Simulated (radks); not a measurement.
Removal energies from the argon ion Ar10+, [He] 2s2 2p4, by Delta-SCF beside the eigenvalue of the level emptied. Calculated with a radial shooting solver on a logarithmic mesh with Libxc functionals: scalar-relativistic Kohn-Sham, r2SCAN, spin-polarised, spherical densities, finite nucleus; meta-GGA in the generalised Kohn-Sham scheme; Fermi nuclear charge, rms radius of each element as measured or else 0.836 A^(1/3) + 0.57 fm. Open shells are filled with parallel spins first.

\begin{tabular}{lrrr}
removed from & final configuration & Delta-SCF (eV) & -eigenvalue (eV) \\ \hline
2p & [He] 2s2 2p3 & 536.82 & 509.24 \\
2s & [He] 2s1 2p4 & 597.07 & 573.06 \\
1s & 1s1 2s2 2p4 & 3553.6 & 3466.0 \\
\end{tabular}
